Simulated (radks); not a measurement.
Values are calculated unless marked as measured or tabulated.
Task: These are the eigenvalues of the occupied orbitals of an atom or ion with whole-number occupations (eV). Code: a radial shooting solver on a logarithmic mesh with Libxc functionals. Model: scalar-relativistic Kohn-Sham, r2SCAN, spin-polarised, spherical densities, finite nucleus; meta-GGA in the generalised Kohn-Sham scheme; Fermi nuclear charge, rms radius of each element as measured or else 0.836 A^(1/3) + 0.57 fm.

| orbital | eigenvalue |
|---|---|
| 1s up | -35436.63 |
| 1s down | -35429.23 |
| 2s up | -7399.540 |
| 2s down | -7396.115 |
| 2p up | -6897.316 |
| 2p down | -6890.550 |
| 3s up | -2919.793 |
| 3s down | -2895.680 |
| 3p up | -2759.720 |

Which element is it, and in what charge state? The configuration may be excited. Open shells, if any, are filled with parallel spins first.

Result: Z = 53, iodine, charge +39: I39+ in [Ne] 3s2 3p2. The list shows which subshells hold electrons but not how many an open one holds; the 1s level, -1302.3 hartree, gives Z - s = 51.0 by -(Z - s)^2/2, which with screening and relativity narrows Z to a few neighbours, and the depths of the outer levels then fix element, charge and occupations together.
